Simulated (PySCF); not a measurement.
Two structures, one formula

The two ends of one reaction step of SnH₅OF, singlet (PBE0-D4/def2-TZVP).

A:

```
8
angstrom
Sn 0.3350 -1.0065 0.2763
O 0.4366 0.7960 -0.5808
H -1.1495 -1.6973 -0.1859
H 1.6670 -1.8749 -0.3378
H 0.4548 -0.6333 1.9229
H -0.7493 1.6956 -0.0143
F -1.5064 2.0688 0.4275
H 0.5160 0.7815 -1.5371
```

B:

| atom | x (Å) | y (Å) | z (Å) |
| --- | --- | --- | --- |
| Sn1 | -0.6405 | -0.9957 | 0.5398 |
| O2 | 1.1552 | 1.1069 | -0.5959 |
| H3 | -2.0302 | -1.8367 | 1.0683 |
| H4 | 0.1418 | -1.8049 | -0.7305 |
| H5 | 0.3281 | -0.4626 | 1.8230 |
| H6 | 0.2482 | 1.4203 | -0.7140 |
| F7 | -1.4606 | 0.5910 | -0.2432 |
| H8 | 1.5291 | 1.0527 | -1.4778 |

Computed with PySCF 2.14 with density fitting (its default auxiliary sets; JK sets also for MP2 and CCSD(T)) (basis: def2-TZVPP); correlated methods freeze the cores. Filled d shells of the heavier atoms are correlated. Core potentials replace the inner electrons of the atoms past krypton. The def2 sets are not built for correlating such inner shells, so the correlated values are less sure here. B3LYP uses VWN-RPA correlation.

Question: Which structure is lower at CCSD(T), and by how much? (To be estimated.)

Answer: The calculation gives: B, by 0.186 eV (electronic energy, against the other). By their contacts, A is a complex of SnH₄O ([OH][SnH3]) + HF and B is a complex of SnH₃F ([F][SnH3]) + H₂O.

All methods give the same order:

```
   method  E(B) − E(A) (eV)
    SPW92            -0.129
   PBE-D4            -0.210
r2SCAN-D4            -0.263
  PBE0-D4            -0.205
 B3LYP-D4            -0.232
 BHLYP-D4            -0.253
  wB97M-V            -0.271
       HF            -0.311
      MP2            -0.149
     CCSD            -0.200
  CCSD(T)            -0.186
```

No T1 diagnostic of these runs exceeds 0.013.

Labels in which every atom is bracketed show which atoms are joined, not bond orders.

For scale, one of the runs: CCSD(T)/def2-TZVPP, 182 basis functions, launched by `OMP_NUM_THREADS=4 python run.py`. Time: 6.9 min of wall clock on 4 CPU threads of an Arm Neoverse V2; the host was shared. Peak host memory: 2.6 GiB.
